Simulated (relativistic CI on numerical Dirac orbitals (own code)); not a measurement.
**Radial parameters of Sm⁴³⁺**

Calculated at this level of theory: Dirac-Coulomb-Breit CI, separate exchange-only KLI orbitals for each configuration, QED by a radiative potential, unscaled Slater integrals (own radial code, finite nucleus).

Slater integrals F^k, G^k are unscaled and averaged over j, outside the closed core [Ne]; ζ comes from projecting the Hamiltonian with its Breit term on Σ l·s of the shell.

- 3s²3p⁶3d: ζ(3d) = 107080 cm⁻¹; <r>(3d) = 0.2051, <r^2>(3d) = 0.04866 (bohr units).
- 3s²3p⁵3d²: ζ(3p) = 783040, F^2(3d,3d) = 498980, F^4(3d,3d) = 322740, F^2(3p,3d) = 428410, G^1(3p,3d) = 451240, G^3(3p,3d) = 303070, ζ(3d) = 106030 cm⁻¹; <r>(3p) = 0.2314, <r^2>(3p) = 0.06191, <r>(3d) = 0.2054, <r^2>(3d) = 0.04881 (bohr units).
- 3s3p⁶3d²: F^2(3d,3d) = 498610, F^4(3d,3d) = 322490, G^2(3s,3d) = 341180, ζ(3d) = 106550 cm⁻¹; <r>(3s) = 0.237, <r^2>(3s) = 0.0641, <r>(3d) = 0.2056, <r^2>(3d) = 0.04888 (bohr units).

Give the Racah parameters of the d shell in 3s²3p⁵3d².

B = F²/49 − 5F⁴/441 = 6524 cm⁻¹ and C = 35F⁴/441 = 25614 cm⁻¹.

Averages of the first 10 configurations, taken without configuration mixing, which lowers the lowest level and can move excited configurations by several eV; other configurations of the list can lie among them:

```tsv
Configuration	Parity	States	Average energy above the lowest level (eV)
3s²3p⁶3d	even	10	20.5
3s²3p⁵3d²	odd	270	304.2
3s3p⁶3d²	even	90	569.8
3s²3p⁶4s	even	2	1362.1
3s²3p⁶4p	odd	6	1461.7
3s²3p⁶4d	even	10	1577.7
3s²3p⁵3d4s	odd	120	1636.8
3s²3p⁶4f	odd	14	1666.6
3s²3p⁵3d4p	even	360	1736.8
3p⁶3d³	even	120	1128.6
```
